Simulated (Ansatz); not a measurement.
C2H7GaSi (`C[CH]1[SiH2][GaH]1`), charge 0, multiplicity 1.

**Question.** Give a relaxed structure at PBE0-D4/def2-TZVP (Ansatz 0.2.0). (Best estimate.)

**Answer.** Computed: 
```xyz
11

C     1.1162   -1.0531   -0.2401
C     0.0037   -0.0451   -0.4272
Si   -0.3064    1.4920    0.6407
Ga   -1.9594   -0.0012    0.0027
H     2.0921   -0.6381   -0.5163
H     1.1872   -1.3703    0.8031
H     0.9580   -1.9529   -0.8420
H    -0.0755    0.2875   -1.4781
H     0.1438    2.8466    0.2096
H     0.1019    1.2592    2.0556
H    -3.2615   -0.8248   -0.2080
```
This is one stationary point; other conformers may exist.
